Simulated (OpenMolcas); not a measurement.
Pt3+ (d7) among equal point charges was computed by CASSCF with the d shell active (OpenMolcas, ANO-RCC-VDZP on the metal). Its lowest spin-free states, and all those of the highest spin:

```json
{"2S+1": "4", "Degeneracy": "1", "E (cm-1)": "0.0"}
{"2S+1": "4", "Degeneracy": "1", "E (cm-1)": "160.9"}
{"2S+1": "2", "Degeneracy": "2", "E (cm-1)": "854.4"}
{"2S+1": "4", "Degeneracy": "1", "E (cm-1)": "1123"}
{"2S+1": "2", "Degeneracy": "2", "E (cm-1)": "3051"}
{"2S+1": "4", "Degeneracy": "2", "E (cm-1)": "3647"}
{"2S+1": "4", "Degeneracy": "1", "E (cm-1)": "11364"}
{"2S+1": "2", "Degeneracy": "1", "E (cm-1)": "14202"}
{"2S+1": "2", "Degeneracy": "1", "E (cm-1)": "14484"}
{"2S+1": "2", "Degeneracy": "1", "E (cm-1)": "14512"}
{"2S+1": "2", "Degeneracy": "2", "E (cm-1)": "15346"}
{"2S+1": "4", "Degeneracy": "2", "E (cm-1)": "16000"}
{"2S+1": "4", "Degeneracy": "2", "E (cm-1)": "29022"}
```

Task: Is the site octahedral, tetrahedral or cube-like, axial, or of lower symmetry?

Result: The states with 2S+1 = 4 have orbital degeneracies 1, 1, 1, 2, 1, 2, 2. There are pairs but no triples, so the site is axial: not cubic, but with a proper or improper axis of order three or more. The run had Pt3+ among 5 point charges of -2 e arranged as a trigonal bipyramid (D3h), 1.88 Å from the ion, with the axial distance 1.654 Å.

Spin-orbit coupling mixes the spin-free states strongly: the lowest level takes only 61 % from its leading state, 2E, which lies 854 cm-1 above the lowest spin-free state. Without dynamic correlation the repulsion within the d shell is too large (B by tens of per cent), so at a given field states of lower spin stand too high. This shell can be high or low spin here, a state of another spin lies low, and with metal d orbitals alone active their balance is uncertain, so the ground spin may be wrong. Point charges give a weaker field than real ligands, and real ions of this kind are as a rule low spin; the high spin found here belongs to the model. This is an electrostatic model: the charges have no orbitals. No measured value stands beside these numbers.
